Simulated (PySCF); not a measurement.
Several molecules and their computed UV-vis stick spectra, shuffled. Level of theory: TDDFT B3LYP/def2-SVPD, vertical, gas phase, core orbitals frozen in the response in PySCF. Geometries: PBE0-D3(BJ)/def2-SVP; one conformer of each isolated species. Triplets are in the Tamm–Dancoff approximation.

A. `C#CC(Cl)C#C` (C5H3Cl)
B. `C=C1C=C(C)/C1=C\BN` (C7H10BN)
C. `[SiH3]P[SiH3]` (H7PSi2)
D. `C(CC)O` (C3H8O)

Lowest singlet levels (six at most, fewer where fewer were computed) with oscillator strengths:

1. 300 nm (f 0.023); 256 nm (f 0.112); 234 nm (f 0.582); 218 nm (f 0.000); 215 nm (f 0.001); 209 nm (f 0.567); T1 2.94 eV
2. 184 nm (f 0.007); 167 nm (f 0.007); 155 nm (f 0.024); 152 nm (f 0.011); 149 nm (f 0.041); 144 nm (f 0.019); T1 6.48 eV
3. 206 nm (f 0.004); 205 nm (f 0.052); 196 nm (f 0.071); 193 nm (f 0.042); 183 nm (f 0.004); 173 nm (f 0.008); T1 5.40 eV
4. 228 nm (f 0.019); 225 nm (f 0.006); 218 nm (f 0.036); 207 nm (f 0.042); 195 nm (f 0.028); 192 nm (f 0.000); T1 4.69 eV

Question: Match each spectrum to its molecule.

Answer: 1 = B, 2 = D, 3 = C, 4 = A.
- A: S1 at 5.45 eV, HOMO→LUMO (63%), HOMO-2→LUMO (32%); Löwdin shares by element: HOMO carbon 80% or more (atoms not listed hold the other 20%); LUMO carbon 42% or more, chlorine 34% (atoms not listed hold the other 24%); HOMO -7.97 and LUMO -1.45 eV; point group Cs, 1 of its 6 listed states under f = 0.0005.
- B: S1 at 4.14 eV, HOMO→LUMO (75%), HOMO-1→LUMO (23%); Löwdin shares by element: HOMO carbon 69% or more (atoms not listed hold the other 31%); LUMO carbon 56% or more, boron 12% (atoms not listed hold the other 32%); HOMO -6.20 and LUMO -1.34 eV.
- C: S1 at 6.02 eV, HOMO→LUMO+1 (72%), HOMO→LUMO (18%); Löwdin shares by element: HOMO phosphorus 63%, silicon 22%, hydrogen 6% or more; LUMO silicon 40%, phosphorus 20%, hydrogen 9% or more (atoms not listed hold the other 31%); HOMO -7.23 and LUMO -0.24 eV; point group Cs.
- D: S1 at 6.75 eV, HOMO→LUMO (93%); Löwdin shares by element: HOMO oxygen 60%, carbon 24% or more, hydrogen 7% or more; LUMO carbon 26% or more, oxygen 24%, hydrogen 18% or more (atoms not listed hold the other 32%); HOMO -7.65 and LUMO 0.31 eV.
